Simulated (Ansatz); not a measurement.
Species: sum formula BBrCl₂, net charge 0, singlet state. 
Coordinates optimised at B3LYP-D3(BJ)/def2-TZVP (Ansatz, an electronic-structure program):
```
B
Cl 1 1.7425
Cl 1 1.7425 2 120.15
Br 1 1.9129 2 119.92 3 -180.00
```
Charge 0, spin multiplicity 1.

Total electronic energies in hartree. Valence correlation only, unless marked. Spin-orbit coupling is left out. Frozen are the shells of the preceding noble gas and the d and f shells that filled before the atom's block. No relativistic terms. CBS marks a two-point X^-3 extrapolation of the correlation energy; Hartree-Fock from the larger set. The bracket is a focal-point correction in the basis named.

```
level                                                                 program  energy (Eh)
-------------------------------------------------------------  --------------  -----------
HF/def2-TZVPP                                                          Ansatz  -3516.24953
PBE0/def2-TZVP                                                         Ansatz  -3518.92487
HSE06-D4/def2-TZVPD                                            Ansatz + dftd4            …
B2PLYP-D4/def2-TZVPD                                           Ansatz + dftd4  -3518.86128
RPA@PBE/def2-QZVPP                                                     Ansatz            …
MP2/def2-QZVPPD                                                        Ansatz  -3517.02194
SCS-MP2/def2-QZVPPD                                                    Ansatz  -3517.01336
RI-MP2/CBS(def2-TZVPPD,def2-QZVPPD)+[CCSD(T)-MP2]/def2-TZVPPD          Ansatz   -3517.1395
CCSD(T)/CBS(def2-TZVPPD,def2-QZVPPD)                                   Ansatz   -3517.1403
```

Question: Complete the blanks.

Answer: 
- HSE06-D4/def2-TZVPD, energy (Eh): -3518.91802
- RPA@PBE/def2-QZVPP, energy (Eh): -3517.42075
